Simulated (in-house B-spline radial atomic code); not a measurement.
A fraction x of an electron is moved 2p → 3d in Cl⁺, starting from [Ne] 3s2 3p4 and keeping the highest spin. Computed with a B-spline radial code for spherical atoms: non-relativistic AM05, spin-polarised, spherical fractional occupations, point nucleus.

```
    x  E(x) - E(0) (eV)  2p down level (eV)  3d up level (eV)
    0            0.0000            -203.712                 -
0.125           25.1086            -207.107            -4.710
 0.25           50.5983            -210.453            -5.020
0.375           76.4653            -213.749            -5.315
  0.5          102.7053            -216.996            -5.597
0.625          129.3135            -220.197            -5.871
 0.75                 ?                   ?                 ?
0.875                 ?                   ?                 ?
    1          211.2996            -229.521            -6.648
```

Question: What belongs in the row x = 0.75?

Answer: An energy change of 156.2852 eV; 2p down at -223.350 eV, 3d up at -6.136 eV.

Question: What belongs in the row x = 0.875?

Answer: An energy change of 183.6155 eV; 2p down at -226.459 eV, 3d up at -6.394 eV.

Question: Check Janak's theorem between x = 0.125 and 0.25.

Answer: The slope of the energy is 203.92 eV; the orbital levels give 203.91 eV (ε of the receiving orbital less ε of the emptying one, averaged over the two points).
